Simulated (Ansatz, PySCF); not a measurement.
C₂H₇ClOSi₂, SMILES C=C([SiH3])[Si@H](O)Cl. Atoms are numbered in the order given.

```xyz
13

C     -0.6989     0.2159     2.1598
C     -0.6852    -0.1373     0.8619
Si    -2.2814    -0.2716    -0.1223
Si     0.9640    -0.4825     0.0693
O      2.2210     0.1356     0.9518
Cl     0.8963     0.3731    -1.8239
H      0.2264     0.3179     2.7425
H     -1.6293     0.4178     2.7067
H     -2.4344     0.8894    -1.0484
H     -2.2793    -1.5250    -0.9362
H     -3.4339    -0.2967     0.8299
H      1.2574    -1.9244    -0.0978
H      2.2481     1.0910     1.0648
```
Charge 0, spin multiplicity 1.

The structure is a stationary point at PBE0-D3(BJ)/def2-SVP. The structure was generated by enumeration; whether it is a known compound was not checked. Other conformers were not sampled.

Two levels are set side by side: PBE-D3(BJ)/def2-SVP (Ansatz, a first-principles code) and PBE0-D3(BJ)/def2-SVP (Ansatz). Each level has its own optimised geometry; the coordinates shown are those of the second. Frequencies come from the Hessian of PySCF at each geometry. Differences are taken from unrounded values.

```
quantity                            PBE0-D3(BJ)  PBE-D3(BJ)  PBE-D3(BJ) minus PBE0-D3(BJ)
----------------------------------  -----------  ----------  ----------------------------
mean bond length (Å)                      1.495       1.507                         0.011
bond C1–C2 (Å)                            1.345       1.356                         0.010
bond C2–Si3 (Å)                           1.880       1.889                         0.009
bond C2–Si4 (Å)                           1.862       1.874                         0.012
bond Si4–O5 (Å)                           1.656       1.673                         0.018
bond Si4–Cl6 (Å)                          2.079       2.094                         0.016
bond C1–H7 (Å)                            1.098       1.106                         0.008
bond C1–H8 (Å)                            1.098       1.106                         0.008
bond Si3–H9 (Å)                           1.493       1.503                         0.010
bond Si3–H10 (Å)                          1.495       1.505                         0.010
bond Si3–H11 (Å)                          1.495       1.506                         0.011
bond Si4–H12 (Å)                          1.481       1.493                         0.012
bond O5–H13 (Å)                           0.962       0.974                         0.012
highest harmonic wavenumber (cm⁻¹)         3924        3753                          -170
mean harmonic wavenumber (cm⁻¹)            1106        1068                           -38
zero-point energy (kcal/mol)              52.20       50.40                         -1.80
```

Exact exchange shortens and stiffens bonds; PBE has none. Differences between two approximate levels are no errors against the true value.
